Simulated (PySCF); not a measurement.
**How methods differ on the excitation energy of Ta**

Ta [Xe] 4f14 5d3 6s2 (4F) → Ta [Xe] 4f14 5d5 (6S), as a difference of total energies. All numbers are calculated (PySCF 2.14, scalar relativity through the core potential, in def2-QZVPPD with the def2 core potential (60 electrons)). Correlated levels: valence: 5s2 5p6 frozen; valence and next inner shell: nothing frozen outside the core potential. The calculations carry no spin-orbit coupling.

| method | excitation energy (eV) |
| --- | --- |
| UHF | 3.080 |
| LDA | 2.931 |
| PBE | 2.829 |
| PBE0 | 2.861 |
| r2SCAN | 2.995 |
| M06 | 3.451 |
| BLYP | 3.429 |
| BP86 | 2.970 |
| M06-L | 3.702 |
| MP2 (valence) | 3.401 |
| SCS-MP2 (valence) | 4.225 |
| MP2 (valence and next inner shell) | 3.433 |
| SCS-MP2 (valence and next inner shell) | 4.125 |

Question: How much does correlation contribute at MP2 (valence and next inner shell)?

Answer: 3.433 − (3.080) = 0.353 eV, measured against UHF.
